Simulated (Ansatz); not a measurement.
Z-matrix (Å, degrees):
```
B
O 1 1.3600
H 2 0.9591 1 111.63
O 1 1.3668 2 116.48 3 -179.99
H 4 0.9566 1 115.33 2 -179.97
O 1 1.3763 2 118.30 3 0.01
H 6 0.9572 1 115.81 2 -179.98
```
Charge 0, multiplicity 1.

Method: Ansatz (a quantum-chemistry and plane-wave program) with frozen-core CCSD(T)/cc-pVTZ // PBE0-D3(BJ)/def2-TZVP.

- HF energy = -251.29394 Ha
- MP2 correlation energy = -0.81796 Ha

**Question.** Estimate the CCSD correlation energy, the (T) correction, the total energy and the T1 diagnostic.

**Answer.** 
The CCSD correlation energy comes out as -0.82671 Ha and the (T) correction comes out as -0.02906 Ha. The CCSD(T) total energy is -252.14972 Ha and the T1 diagnostic is 0.011.
